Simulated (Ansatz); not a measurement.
Conformers of AsH4NTe (`N[AsH][TeH]`), each relaxed with PBE0-D4/def2-TZVP in Ansatz. CBS adds the triple-zeta coupled-cluster correction to the MP2 limit.

Elements past krypton have def2 core potentials. Outer-core shells of As, Te are correlated without core-valence functions. Scalar relativity is left out up to krypton. Spin–orbit coupling is left out.

Not all of them had a frequency check.

Conformer A:

```xyz
7

N     0.946   -0.896   -0.008
As   -0.570   -0.162   -0.764
Te   -0.904    1.913    0.730
H     1.375   -1.576   -0.621
H     0.847   -1.273    0.923
H    -1.659   -0.873    0.049
H    -0.034    2.868   -0.309
```

Conformer B:

Cartesian coordinates in Å:
```
N -0.198 -0.967 1.035
As -0.785 -0.641 -0.679
Te -0.489 1.923 -1.099
H -0.909 -0.741 1.719
H 0.662 -0.502 1.292
H 0.555 -0.971 -1.318
H 1.163 1.900 -0.951
```

(1) Which is lowest in electronic energy at CCSD(T)/CBS (frozen core, def2 sets), and by how much? (Best estimate.)

(2) Give the energies relative to B (kJ/mol) with B3LYP-D4/def2-TZVPP, ωB97M-V/def2-TZVPP, B2PLYP/def2-TZVPP, HF/def2-QZVPP, MP2/def2-QZVPP, MP2/CBS(def2), CCSD/CBS(def2). (Estimate.)

Answers

(1) The calculation gave: B; A lies 5.1 kJ/mol higher.

(2) Ansatz gave: 
```csv
level,A
B3LYP-D4/def2-TZVPP,7.5
ωB97M-V/def2-TZVPP,5.7
B2PLYP/def2-TZVPP,7.0
HF/def2-QZVPP,4.7
MP2/def2-QZVPP,4.8
MP2/CBS(def2),4.6
CCSD/CBS(def2),4.5
```

B3LYP here is the variant with VWN-RPA as its local correlation; programs differ in this.
